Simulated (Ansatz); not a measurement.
Program: Ansatz. Geometries: PBE0-D4/def2-TZVP. ΔE: electronic, gas phase. CCSD(T)/CBS is the MP2 limit (def2-TZVPP, def2-QZVPP) plus CCSD(T) − MP2 in def2-TZVPP, frozen cores. This one scheme is used for every species. DFT in def2-TZVPP. Each species was taken in one conformer, which may not be the lowest.

Consider the cleavage of the Al–Si bond: `N[SiH2][Al]([NH2])[F]` + NH₃ → `[NH2][Al]([NH2])[F]` + `N[SiH3]`.

`N[SiH2][Al]([NH2])[F]`:

Z-matrix (Å, degrees):
```
Si
Al 1 2.443
N 1 1.734 2 107.4
H 1 1.491 2 110.9 3 116.1
H 1 1.498 2 111.4 3 -127.1
F 2 1.656 1 121.9 3 165.2
N 2 1.762 1 120.9 3 -13.9
H 3 1.008 1 118.8 2 -52.6
H 3 1.009 1 118.8 2 169.0
H 7 1.007 2 126.2 1 179.1
H 7 1.008 2 123.1 1 -5.5
```

NH₃:

```xyz
4

N    -0.130    0.235    0.085
H     0.427    0.394   -0.745
H     0.492   -0.128    0.796
H    -0.789   -0.501   -0.137
```

`[NH2][Al]([NH2])[F]`:

Cartesian coordinates in Å:
```
N -1.237 0.009 0.977
Al 0.286 0.419 0.201
N 0.941 -0.443 -1.185
F 1.151 1.688 0.807
H -1.613 0.502 1.770
H -1.853 -0.737 0.703
H 0.512 -1.228 -1.643
H 1.813 -0.209 -1.630
```

`N[SiH3]`:

```xyz
7

N     0.193   -0.738    0.746
Si   -0.120    0.370   -0.532
H    -0.527   -0.934    1.422
H     1.102   -0.752    1.180
H    -1.413   -0.011   -1.159
H    -0.223    1.808   -0.141
H     0.988    0.257   -1.516
```

(1) Is it downhill or uphill in electronic energy at CCSD(T)/CBS, and by how much? (Best estimate.)

(2) What do these levels give: r2SCAN-D4, PBE0-D4, ωB97X-V, SCS-MP2/def2-TZVPP, SCS-MP2/def2-QZVPP, CCSD/CBS(def2)? (Best estimate.)

Largest T1 diagnostic among the species: 0.012.

Results:

(1) Computed: Downhill: ΔE = -20.5 kcal/mol.

(2) Computed: r2SCAN-D4 -19.9, PBE0-D4 -16.9, ωB97X-V -19.9, SCS-MP2/def2-TZVPP -22.8, SCS-MP2/def2-QZVPP -23.0, CCSD/CBS(def2) -21.3 kcal/mol.

From PBE to PBE0 (25 % exact exchange), in def2-TZVPP and without D4, ΔE moves by −1.9 kcal/mol. In def2-TZVPP, CCSD(T) changes the Hartree–Fock value by +4.5 kcal/mol (the triples alone add +0.8 kcal/mol) and MP2 by +2.5 kcal/mol. The D4 term adds +0.7 kcal/mol with B3LYP and +0.5 kcal/mol with PBE0; it sums over pairs of atoms, weighted by their polarisabilities, and B3LYP, whose exchange is more repulsive, gets the larger term.

B3LYP here is the variant with VWN-RPA as its local correlation; programs differ in this.
